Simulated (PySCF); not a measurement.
Computed with ωB97X-D3(BJ)/def2-TZVP // PBE0-D3(BJ)/def2-SVP in PySCF 2.14.0. Isolated molecules, 0 K electronic values unless said otherwise. One relaxed conformer stands for a flexible species; it need not be the lowest. Delta-SCF ions had no search for a lower state. Excitations are Tamm–Dancoff values on a coarser integration grid. The basis has no diffuse functions, so Rydberg states are missing or too high.

Reference species (SMILES): `C=C(F)c1ccc([SiH3])cc1` (F–C–C–C torsion 5°) (neutral, multiplicity 1).

* **S1–T1 gap (TDA)**: 1.84 eV
* **vertical ionisation energy (Delta-SCF)**: 8.66 eV

Changed species: `C=Cc1ccc([SiH3])c(F)c1` (C–C–C–C torsion 179°).

### Question
Give the shifts of the S1–T1 gap (TDA) and vertical ionisation energy (Delta-SCF).

### Answer
the S1–T1 gap (TDA) falls by 0.08 eV, to 1.76 eV; the vertical ionisation energy (Delta-SCF) is nearly the same.
